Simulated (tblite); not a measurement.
Input of a run (GFN2-xTB geometry optimisation, gas phase (tblite 0.8.0)), started from a force field or distance geometry:
```
{"job": {"kind": "relax", "xc": "GFN2-xTB", "basis": "xTB"}, "charge": 0, "multiplicity": 1}
C      3.778100    -1.024100    -0.544800
C      2.911500    -0.062000    -0.285000
C      1.483500    -0.322100    -0.255100
C      0.584900     0.634600     0.001400
C     -0.855500     0.389100     0.037800
C     -1.688900     1.453600     0.320800
C     -3.052700     1.317700     0.358900
N     -3.583400     0.093900     0.107800
C     -2.808900    -0.961500    -0.181800
C     -1.443200    -0.821500    -0.218500
H      3.434600    -2.049100    -0.768600
H      4.834100    -0.819100    -0.550300
H      3.281300     0.930000    -0.051400
H      1.172200    -1.333200    -0.482600
H      0.965500     1.623300     0.223300
H     -1.282200     2.447600     0.547100
H     -3.695000     2.153000     0.595600
H     -3.206300    -1.955300    -0.394800
H     -0.839200    -1.685800    -0.452200
```

Output (eV, eV/Å):
```
step      E/eV     max force
  0    -726.62680    2.385
  1    -726.76373    0.960
  2    -726.81538    0.793
  3    -726.86493    0.432
  4    -726.87653    0.333
  5    -726.88984    0.347
  6    -726.89844    0.183
  7    -726.90146    0.144
  8    -726.90391    0.092
  9    -726.90529    0.078
 10    -726.90628    0.070
 11    -726.90698    0.073
 12    -726.90768    0.081
 13    -726.90834    0.090
 14    -726.90888    0.053
 15    -726.90928    0.045
 16    -726.90958    0.041
 17    -726.90981    0.040
 18    -726.90997    0.031
 19    -726.91009    0.027
 20    -726.91022    0.026
 21    -726.91038    0.036
 22    -726.91055    0.042
 23    -726.91072    0.040
 24    -726.91092    0.039
 25    -726.91121    0.048
 26    -726.91164    0.062
 27    -726.91219    0.063
 28    -726.91271    0.053
 29    -726.91310    0.047
 30    -726.91336    0.034
 31    -726.91355    0.032
 32    -726.91367    0.026
 33    -726.91375    0.020
 34    -726.91381    0.020
 35    -726.91385    0.020
 36    -726.91388    0.019
 37    -726.91392    0.014
 38    -726.91394    0.013
 39    -726.91395    0.009
```

Problem. Summarise the run.

Solution. The energy falls by 6.6 kcal/mol over 39 L-BFGS steps, the largest force on an atom goes from 2.38 to 0.009 eV/Å, and the atoms move by 0.079 Å rms after alignment. The bond that changes most is C7–N8 (aromatic CH next to a ring nitrogen to pyridine-type nitrogen), which shortens by 0.034 Å. Bonds longer at the end by more than 0.005 Å: 5 of 19; shorter: 7. Among the angles that change most is N8–C9–H18, from 123.3° to 115.3°. The energy never rose by more than 1e-5 eV on the way. The first step brought 48 % of the lowering.

Problem. What are the final bond lengths?

Solution. C1=C2 1.331 Å, C2–C3 1.439 Å, C3=C4 1.342 Å, C4–C5 1.449 Å, C5–C6 1.399 Å, C6–C7 1.383 Å, C7–N8 1.323 Å, N8–C9 1.323 Å, C9–C10 1.383 Å, C5–C10 1.399 Å, C1–H11 1.078 Å, C1–H12 1.076 Å, C2–H13 1.083 Å, C3–H14 1.081 Å, C4–H15 1.084 Å, C6–H16 1.080 Å, C7–H17 1.083 Å, C9–H18 1.083 Å, C10–H19 1.078 Å. Numbering counts from 1 in the input's order; the species is `C=C/C=C/c1ccncc1`.

On Arm Neoverse V1, one thread (shared host), this took 0.27 s of wall time.

Its GFN2-xTB frequencies are all real (lowest 30 cm⁻¹). One conformer, not necessarily the lowest.

Conformer computed: `[CH2:1]=[CH:2]/[CH:3]=[CH:4]/[c:5]1[cH:6][cH:7][n:8][cH:9][cH:10]1`: C1–C2–C3–C4 180°, C3–C4–C5–C6 180°.
